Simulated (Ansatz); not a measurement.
The cluster Zn10O10, relaxed as a singlet with RKS r2SCAN-D4/def2-SVP in Ansatz, starting from the GFN1-xTB geometry. Force threshold 0.03 eV/Å.

Single mean-field runs in def2-SVP are fitted with def2-universal-jkfit. Another isomer (singlet) lies 1.11 eV lower at PBE0-D4/def2-TZVP; other spin states weren't run for this one.

Start:

| atom | x (Å) | y (Å) | z (Å) |
| --- | --- | --- | --- |
| Zn1 | -0.256 | -4.430 | -2.894 |
| Zn2 | 1.600 | 1.891 | 4.454 |
| Zn3 | -1.575 | -1.897 | -4.590 |
| Zn4 | 2.260 | -4.228 | 2.775 |
| Zn5 | 1.225 | -5.399 | -0.077 |
| Zn6 | -2.304 | 1.319 | -4.468 |
| Zn7 | -1.295 | 5.455 | 0.148 |
| Zn8 | 0.247 | 4.508 | 2.889 |
| Zn9 | 2.360 | -1.373 | 4.443 |
| Zn10 | -2.259 | 4.155 | -2.671 |
| O11 | -2.024 | 5.337 | -1.423 |
| O12 | 2.155 | 0.298 | 4.854 |
| O13 | -2.127 | -0.313 | -5.030 |
| O14 | 0.500 | -5.372 | -1.652 |
| O15 | 1.038 | 3.476 | 4.036 |
| O16 | -1.013 | -3.469 | -4.122 |
| O17 | -2.473 | 2.945 | -3.894 |
| O18 | 1.939 | -5.368 | 1.506 |
| O19 | -0.547 | 5.504 | 1.712 |
| O20 | 2.550 | -3.039 | 4.003 |

(1) Estimate the energy that the relaxation releases and the steps that it takes.

(2) Does the start keep its bonding and symmetry?

(3) Predict the relaxed structure.

Answers

(1) 54.5 kJ/mol, in 10 steps; 45 s on 2 threads of AMD EPYC 7R13 on a shared host and a share (18 GiB) of an NVIDIA H100 80GB HBM3. The force fell under the threshold at step 7, but the optimiser went on and released 0.012 eV more. No frequencies were taken in this run, so the end may be a saddle point.

(2) By distances, no bond broke or formed. The bond that changes most is Zn1–O14, from 1.73 to 1.75 Å (atoms count from 1).

(3) 
```xyz
20

Zn   -0.232   -4.103   -2.747
Zn    1.540    1.781    4.253
Zn   -1.485   -1.762   -4.289
Zn    2.043   -3.816    2.578
Zn    1.091   -4.939   -0.110
Zn   -2.208    1.224   -4.226
Zn   -1.143    4.915    0.142
Zn    0.243    4.126    2.756
Zn    2.230   -1.213    4.191
Zn   -2.080    3.788   -2.548
O    -2.377    4.713   -1.088
O     2.693    0.467    4.383
O    -2.642   -0.457   -4.468
O    -0.113   -5.173   -1.363
O     0.414    3.122    4.184
O    -0.350   -3.093   -4.175
O    -1.813    2.923   -4.049
O     2.309   -4.785    1.141
O     0.073    5.192    1.375
O     1.806   -2.909    4.060
```
Bond lengths (bridged metal pairs left out): 20 × O–Zn 1.75 Å.
